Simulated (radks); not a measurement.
The lead ion Pb2+ inside a hard spherical wall (all orbitals vanish at R), configuration held at [Hg] and not refilled when levels cross. Calculated with a radial shooting solver on a logarithmic mesh with Libxc functionals: scalar-relativistic Kohn-Sham, r2SCAN, spin-polarised, spherical densities, finite nucleus; meta-GGA in the generalised Kohn-Sham scheme; Fermi nuclear charge, rms radius 5.5012 fm. Eigenvalues in eV for spin up, with the zero of energy where the potential of the charges vanishes at infinity; a dash marks a level that is unbound or too diffuse for the functional's potential to be trusted. A positive occupied level is held by the wall or, in an anion where self-interaction has pushed it up, behind a barrier. The pressure on the wall is -dE/dV.

| R (bohr) | E (hartree) | kinetic (hartree) | e(4f) | e(5p) | e(5d) | e(6s) | e(6p, empty) | e(7s, empty) | pressure (GPa) |
|---|---|---|---|---|---|---|---|---|---|
| free | -20877.7738 | 23582.250 | -151.24 | -104.86 | -38.520 | -27.648 | -16.684 | - | 0 |
| 20 | -20877.7738 | 23582.250 | -151.24 | -104.86 | -38.520 | -27.648 | -16.684 | - | < 0.0001 |
| 15 | -20877.7738 | 23582.250 | -151.24 | -104.86 | -38.520 | -27.648 | -16.684 | - | < 0.0001 |
| 12 | -20877.7738 | 23582.250 | -151.24 | -104.86 | -38.520 | -27.648 | -16.684 | - | < 0.0001 |
| 10 | -20877.7738 | 23582.250 | -151.24 | -104.86 | -38.520 | -27.648 | -16.684 | -7.224 | < 0.0001 |
| 8 | -20877.7738 | 23582.250 | -151.24 | -104.86 | -38.519 | -27.648 | -16.678 | -6.581 | 0.000751 |
| 7 | -20877.7737 | 23582.251 | -151.24 | -104.86 | -38.516 | -27.644 | -16.652 | -5.555 | 0.0111 |
| 5 | -20877.7636 | 23582.364 | -150.99 | -104.62 | -38.292 | -27.365 | -15.806 | 2.678 | 2.14 |
| 4 | -20877.6817 | 23583.012 | -149.79 | -103.51 | -37.272 | -25.797 | -12.572 | 18.961 | 29.5 |
| 3 | -20876.9306 | 23587.452 | -143.50 | -98.112 | -32.080 | -16.109 | 2.850 | 71.652 | 503 |
| 1.5 | -20832.0084 | 23765.803 | -36.162 | -2.966 | 84.050 | 253.43 | 323.95 | 745.72 | 155000 |
